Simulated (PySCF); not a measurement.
# Shapes and spin states of IrOF

All numbers come from PySCF, PBE0, basis Ir def2-TZVP with ECP60, O def2-TZVP, F def2-TZVP (scalar-relativistic core potentials, no spin–orbit coupling, density fitting).

Relaxations began from a few typed shapes and spin states; open shells are unrestricted. The search is not exhaustive: other isomers or separated fragments can lie lower, and high-lying points may rest on an excited occupation.

| spin | group | bonds | angles | imaginary modes (cm⁻¹) | ΔE (kJ/mol) | ΔE with ZPE (kJ/mol) |
| --- | --- | --- | --- | --- | --- | --- |
| singlet | C∞v | Ir–F 1.799 Å, Ir–O 1.637 Å | F–Ir–O 180.0° | none | 0.0 | 0.0 |
| triplet | C∞v | Ir–F 1.861 Å, Ir–O 1.682 Å | F–Ir–O 180.0° | none | 38.3 | 37.5 |
| quintet | C∞v | Ir–F 1.923 Å, Ir–O 1.754 Å | F–Ir–O 180.0° | none | 79.2 | 77.3 |

The lowest minimum found is the singlet C∞v: Ir–F 1.799 Å, Ir–O 1.637 Å; F–Ir–O 180.0°.

Formally Ir is in oxidation state +3, d6, with 0 unpaired electrons (the high-spin count would be 4). The polar-tensor charge on Ir, 0.90, is far below the formal one.

For the lowest minimum: no spin–orbit coupling is included, which matters more the heavier the element.

The electron or spin density has lower symmetry than the nuclear frame for the triplet C∞v at 38.3 kJ/mol.
